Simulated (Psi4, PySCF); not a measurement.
The PySCF input:
```python
from pyscf import gto, scf, dft

mol = gto.M(
    atom='''
Ge   -0.000000   -0.000000    0.000000
H    -0.676467   -0.627685   -1.224443
H     0.649604   -0.613791    1.245846
H    -1.221361    0.658879    0.651930
H     1.248223    0.582596   -0.673333
''',
    basis='cc-pvtz',
    charge=1,
    spin=1,
    verbose=4,
)

mf = dft.UKS(mol)
mf.xc = 'b97m_v'
mf.grids.atom_grid = (99, 590)
mf.grids.prune = None
mf.kernel()
```

### Question
Write the same job for Psi4.

### Answer
This is not unique; one that fits is 
```
memory 2 GB

molecule mol {
1 2
Ge   -0.000000   -0.000000    0.000000
H    -0.676467   -0.627685   -1.224443
H     0.649604   -0.613791    1.245846
H    -1.221361    0.658879    0.651930
H     1.248223    0.582596   -0.673333
}

set {
  basis cc-pvtz
  reference uks
  scf_type pk
  puream true
  d_convergence 1e-8
  dft_radial_points 99
  dft_spherical_points 590
}

energy('b97m-v')
print_variables()
```

Both were run: PySCF gave -2078.615212 Eh and Psi4 -2078.615212 Eh, 0.000 mEh apart.
